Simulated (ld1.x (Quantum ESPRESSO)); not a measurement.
# Reading a pseudo-wave (V (Z = 23))

Columns: radius, all-electron u(r) and pseudo u(r) of the 3d shell (level -21.27 eV) of vanadium in the configuration [Ar] 3d3 4s0 4p0; PBEsol, scalar-relativistic, ultrasoft scheme, ld1.x (Quantum ESPRESSO) 7.5.

| r (bohr) | all-electron | pseudo |
| --- | --- | --- |
| 0.135 | 0.0814 | 0.0061 |
| 0.270 | 0.3042 | 0.0455 |
| 0.405 | 0.5301 | 0.1376 |
| 0.540 | 0.6968 | 0.2790 |
| 0.675 | 0.7968 | 0.4455 |
| 0.810 | 0.8403 | 0.6020 |
| 0.945 | 0.8435 | 0.7162 |
| 1.080 | 0.8206 | 0.7717 |
| 1.215 | 0.7821 | 0.7716 |
| 1.350 | 0.7348 | 0.7348 |
| 1.485 | 0.6833 | 0.6834 |
| 1.620 | 0.6305 | 0.6305 |
| 1.755 | 0.5782 | 0.5782 |
| 1.890 | 0.5276 | 0.5276 |
| 2.025 | 0.4795 | 0.4795 |
| 2.160 | 0.4343 | 0.4343 |
| 2.295 | 0.3922 | 0.3922 |
| 2.430 | 0.3532 | 0.3532 |
| 2.565 | 0.3174 | 0.3174 |
| 2.700 | 0.2846 | 0.2846 |
| 2.835 | 0.2547 | 0.2547 |
| 2.970 | 0.2275 | 0.2275 |
| 3.105 | 0.2029 | 0.2029 |
| 3.240 | 0.1806 | 0.1806 |
| 3.375 | 0.1605 | 0.1605 |
| 3.510 | 0.1425 | 0.1425 |

How many radial nodes do the two functions have?

The all-electron 3d function has n − l − 1 = 0; the pseudo-wave has 0.

At about which radius was the pseudo-wave matched?

1.55 bohr. The columns agree to 0.0005 from 1.35 bohr on; several derivatives are matched, so the curves merge somewhat inside the radius.

Is the pseudo-wave norm-conserving?

No, it belongs to an ultrasoft set: the norm inside the radius is not constrained, and the difference is carried by the augmentation charge.
